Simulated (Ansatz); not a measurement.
System: C₃H₄NSSi (charge 0, doublet). It need not be the lowest isomer of its formula. SMILES: [SiH3]c1[c]scn1
Geometry: optimised at B3LYP-D3(BJ)/def2-TZVP (Ansatz, a quantum-chemistry and plane-wave program).

Quantity: atomisation energy (electronic, to ground-state atoms), in kcal/mol. Correlated levels leave the core frozen unless marked. UHF or UKS for open shells. No spin-orbit coupling. No relativistic terms. The coupled-cluster limit lacks core correlation, which all-electron functionals hold. CBS marks a two-point X^-3 extrapolation of the correlation energy; Hartree-Fock from the larger set. The bracket is a focal-point correction in the basis named.

```csv
level,program,atomisation energy (kcal/mol)
HF/6-31G*,Ansatz,619.9
HF/cc-pV(T+d)Z,Ansatz,630.4
SVWN5/def2-TZVPD,Ansatz,1090.6
BLYP-D3(BJ)/def2-TZVPD,Ansatz + dftd3,934.2
BLYP/def2-TZVPD,Ansatz,919.2
PBE0-D3(BJ)/def2-TZVPD,Ansatz + dftd3,940.0
PBE0/def2-QZVPP,Ansatz,934.6
r2SCANh-D4/def2-TZVPD,Ansatz + dftd4,927.1
LC-wPBE/def2-TZVPD,Ansatz,923.7
MP2/STO-3G,Ansatz,890.9
MP2/6-31G*,Ansatz,837.8
RI-MP2/cc-pV(T+d)Z,Ansatz,902.7
CCSD(T)/6-31G*,Ansatz,830.5
"RI-MP2/CBS(cc-pV(T+d)Z,cc-pV(Q+d)Z)+[CCSD(T)-MP2]/cc-pV(D+d)Z",Ansatz,921.6
"CCSD(T)/CBS(cc-pV(T+d)Z,cc-pV(Q+d)Z)",Ansatz,922.4
```

The UHF reference is spin-contaminated (<S^2> 0.36 over the pure value in the largest basis).
